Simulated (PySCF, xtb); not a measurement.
Zn(H)(SeH) (H2SeZn), SMILES [ZnH][SeH].

GFN2-xTB run with xtb 6.7.1 at its own geometry gives an orbital gap of 4.37 eV and a dipole moment of 3.33 D.

Geometry optimised at PBE0-D3(BJ)/def2-TZVP.

### Question
What does PBE/def2-TZVPD (PySCF) give? (Estimate from the structure and the level; the computed values follow.)

### Answer
gap 4.28 eV (levels -5.92 and -1.64 eV), dipole 0.85 D.
